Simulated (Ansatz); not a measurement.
Ansatz (an electronic-structure program) input for ethoxycyclopropane (C5H10O), SMILES CCOC1CC1, r2SCAN-D4/def2-SVP. 

Ansatz 0.2 input:
```yaml
crystal:
  periodic: [false, false, false]
  atoms:
    - {symbol: C, position_ang: [2.65946571, -0.08971163, -0.30693136]}
    - {symbol: C, position_ang: [1.22986356, -0.52834016, -0.57699290]}
    - {symbol: O, position_ang: [0.40335627, -0.03059519, 0.45845355]}
    - {symbol: C, position_ang: [-0.93816330, -0.35537147, 0.29650376]}
    - {symbol: C, position_ang: [-1.94804025, 0.56121096, 0.90432233]}
    - {symbol: C, position_ang: [-1.80982080, 0.49154262, -0.58951209]}
    - {symbol: H, position_ang: [3.31598754, -0.45949700, -1.08951161]}
    - {symbol: H, position_ang: [2.98974996, -0.47784726, 0.65235617]}
    - {symbol: H, position_ang: [2.71271782, 0.99490737, -0.27662818]}
    - {symbol: H, position_ang: [0.88657291, -0.14358503, -1.54935896]}
    - {symbol: H, position_ang: [1.16401509, -1.62787212, -0.60649382]}
    - {symbol: H, position_ang: [-1.13207377, -1.42853402, 0.31463462]}
    - {symbol: H, position_ang: [-2.81861134, 0.12707517, 1.37045571]}
    - {symbol: H, position_ang: [-1.56955897, 1.44097456, 1.39924112]}
    - {symbol: H, position_ang: [-1.34943303, 1.33346414, -1.08297615]}
    - {symbol: H, position_ang: [-2.58604606, 0.00969374, -1.16368561]}
basis:
  gaussian:
    orbitals: def2-SVP
hamiltonian:
  xc: r2scan
  dispersion: d4
relax: {f_tol: 0.002, max_steps: 200}
```

Log of the run:

```
WARN ansatz: RAYON_NUM_THREADS=1 ignored (pool sized by the plan → 1); use --threads N
Functional definition: r2SCAN
integrals: 0.08 GiB planned
1513 factors; their error is unknown
mean field: 0.47 GiB planned
mean field evaluation 1: about -7373.5895 eV, gradient 6.5e1 eV
mean field evaluation 2: about -7367.8102 eV, gradient 8.1e1 eV
mean field evaluation 4: about -7384.2072 eV, gradient 4.7e0 eV
mean field evaluation 8: about -7384.2513 eV, gradient 8.6e-2 eV
mean field evaluation 16: about -7384.1670 eV, gradient 3.2e-4 eV
mean field -7384.16702890 eV, -271.3631331440 hartree, gradient 4.3e-5 eV, S^2 0.000000; 0 other end points of the search recorded, 0 dependent functions left out
the calculation of the forces begins
reference -7384.16704047 eV, -271.3631335690 hartree; 24, 24 occupied and 110, 110 virtual orbitals, 1513 factors
relax step   1: F+E_penalty+E_count = -7384.24313812 eV  Δ(F+E_penalty+E_count) = +0.000e0 eV  max|allowed force component| = 7.494e-1 eV/Å  Δτ_max = 0.0000 Å  (28 SCF iters, accepted)
these checks for a lower state are left out or cut short: starts, cluster_reference, orbital_swaps, neighbouring_geometries, increment
integrals: 0.08 GiB planned
1513 factors; their error is unknown
mean field: 0.47 GiB planned
mean field -7384.20447356 eV, -271.3645092096 hartree, gradient 1.1e-5 eV, S^2 0.000000; 0 other end points of the search recorded, 0 dependent functions left out
the calculation of the forces begins
reference -7384.20448516 eV, -271.3645096361 hartree; 24, 24 occupied and 110, 110 virtual orbitals, 1513 factors
relax step   2: F+E_penalty+E_count = -7384.28073792 eV  Δ(F+E_penalty+E_count) = -3.760e-2 eV  max|allowed force component| = 2.822e-1 eV/Å  Δτ_max = 0.0298 Å  (31 SCF iters, accepted)
these checks for a lower state are left out or cut short: starts, cluster_reference, orbital_swaps, neighbouring_geometries, increment
integrals: 0.08 GiB planned
1513 factors; their error is unknown
mean field: 0.47 GiB planned
mean field evaluation 32: about -7384.2085 eV, gradient 1.1e-5 eV
mean field -7384.20849203 eV, -271.3646568859 hartree, gradient 1.1e-5 eV, S^2 0.000000; 0 other end points of the search recorded, 0 dependent functions left out
the calculation of the forces begins
reference -7384.20850365 eV, -271.3646573129 hartree; 24, 24 occupied and 110, 110 virtual orbitals, 1513 factors
relax step   3: F+E_penalty+E_count = -7384.28482079 eV  Δ(F+E_penalty+E_count) = -4.083e-3 eV  max|allowed force component| = 5.141e-2 eV/Å  Δτ_max = 0.0161 Å  (31 SCF iters, accepted)
these checks for a lower state are left out or cut short: starts, cluster_reference, orbital_swaps, neighbouring_geometries, increment
integrals: 0.08 GiB planned
1513 factors; their error is unknown
mean field: 0.47 GiB planned
mean field -7384.20859254 eV, -271.3646605794 hartree, gradient 1.1e-5 eV, S^2 0.000000; 0 other end points of the search recorded, 0 dependent functions left out
the calculation of the forces begins
reference -7384.20860416 eV, -271.3646610064 hartree; 24, 24 occupied and 110, 110 virtual orbitals, 1513 factors
relax step   4: F+E_penalty+E_count = -7384.28494719 eV  Δ(F+E_penalty+E_count) = -1.264e-4 eV  max|allowed force component| = 1.254e-2 eV/Å  Δτ_max = 0.0045 Å  (32 SCF iters, accepted)
these checks for a lower state are left out or cut short: starts, cluster_reference, orbital_swaps, neighbouring_geometries, increment
integrals: 0.08 GiB planned
1513 factors; their error is unknown
mean field: 0.47 GiB planned
mean field -7384.20861188 eV, -271.3646612903 hartree, gradient 1.1e-5 eV, S^2 0.000000; 0 other end points of the search recorded, 0 dependent functions left out
the calculation of the forces begins
reference -7384.20862350 eV, -271.3646617172 hartree; 24, 24 occupied and 110, 110 virtual orbitals, 1513 factors
relax step   5: F+E_penalty+E_count = -7384.28497022 eV  Δ(F+E_penalty+E_count) = -2.303e-5 eV  max|allowed force component| = 6.019e-3 eV/Å  Δτ_max = 0.0023 Å  (32 SCF iters, accepted)
these checks for a lower state are left out or cut short: starts, cluster_reference, orbital_swaps, neighbouring_geometries, increment
integrals: 0.08 GiB planned
1513 factors; their error is unknown
mean field: 0.47 GiB planned
mean field -7384.20861188 eV, -271.3646612902 hartree, gradient 1.1e-5 eV, S^2 0.000000; 0 other end points of the search recorded, 0 dependent functions left out
the calculation of the forces begins
reference -7384.20862350 eV, -271.3646617171 hartree; 24, 24 occupied and 110, 110 virtual orbitals, 1513 factors
relax step   6: F+E_penalty+E_count = -7384.28497247 eV  Δ(F+E_penalty+E_count) = -2.254e-6 eV  max|allowed force component| = 3.062e-3 eV/Å  Δτ_max = 0.0006 Å  (32 SCF iters, accepted)
these checks for a lower state are left out or cut short: starts, cluster_reference, orbital_swaps, neighbouring_geometries, increment
integrals: 0.08 GiB planned
1513 factors; their error is unknown
mean field: 0.47 GiB planned
mean field -7384.20861191 eV, -271.3646612913 hartree, gradient 1.1e-5 eV, S^2 0.000000; 0 other end points of the search recorded, 0 dependent functions left out
the calculation of the forces begins
reference -7384.20862352 eV, -271.3646617181 hartree; 24, 24 occupied and 110, 110 virtual orbitals, 1513 factors
relax step   7: F+E_penalty+E_count = -7384.28497279 eV  Δ(F+E_penalty+E_count) = -3.241e-7 eV  max|allowed force component| = 8.450e-4 eV/Å  Δτ_max = 0.0002 Å  (32 SCF iters, accepted)
integrals: 0.08 GiB planned
1513 factors; their error is unknown
mean field: 0.47 GiB planned
mean field evaluation 64: about -7384.2086 eV, gradient 2.9e-4 eV
mean field -7384.20861191 eV, -271.3646612913 hartree, gradient 1.1e-5 eV, S^2 0.000000; 1 other end points of the search recorded, 0 dependent functions left out
the calculation of the forces begins
reference -7384.20862352 eV, -271.3646617181 hartree; 24, 24 occupied and 110, 110 virtual orbitals, 1513 factors
Total energy: -7384.28498441 eV, -271.3674679289 hartree
Atom 0 at     2.641467    -0.083680    -0.303357 Å, force    -0.000273    -0.000071    -0.000296 eV/Å
Atom 1 at     1.220124    -0.519658    -0.576184 Å, force     0.000145     0.000191     0.000450 eV/Å
Atom 2 at     0.393879    -0.028014     0.462823 Å, force     0.000490    -0.000063    -0.000112 eV/Å
Atom 3 at    -0.941802    -0.369449     0.299006 Å, force    -0.000845    -0.000186    -0.000036 eV/Å
Atom 4 at    -1.936077     0.558182     0.906195 Å, force     0.000219    -0.000040    -0.000196 eV/Å
Atom 5 at    -1.801318     0.481529    -0.598637 Å, force     0.000456     0.000027     0.000464 eV/Å
Atom 6 at     3.318894    -0.451483    -1.088740 Å, force     0.000124     0.000055     0.000029 eV/Å
Atom 7 at     2.983743    -0.474657     0.666891 Å, force     0.000054     0.000021     0.000047 eV/Å
Atom 8 at     2.706461     1.014642    -0.270554 Å, force     0.000069     0.000075     0.000032 eV/Å
Atom 9 at     0.867751    -0.135532    -1.556465 Å, force    -0.000070    -0.000056    -0.000059 eV/Å
Atom 10 at     1.151464    -1.627485    -0.624168 Å, force    -0.000016    -0.000092    -0.000076 eV/Å
Atom 11 at    -1.145654    -1.452623     0.328522 Å, force     0.000095     0.000041    -0.000015 eV/Å
Atom 12 at    -2.825630     0.135563     1.381685 Å, force    -0.000164     0.000035    -0.000044 eV/Å
Atom 13 at    -1.520164     1.441744     1.398603 Å, force    -0.000041     0.000032     0.000151 eV/Å
Atom 14 at    -1.304218     1.321606    -1.093417 Å, force    -0.000089     0.000020    -0.000272 eV/Å
Atom 15 at    -2.598939     0.006829    -1.178326 Å, force    -0.000152     0.000011    -0.000067 eV/Å
Dipole moment:    -0.032043    -0.114120    -0.190336 e Å
```

The run converged.

Cost: around 40 core-seconds (rough).
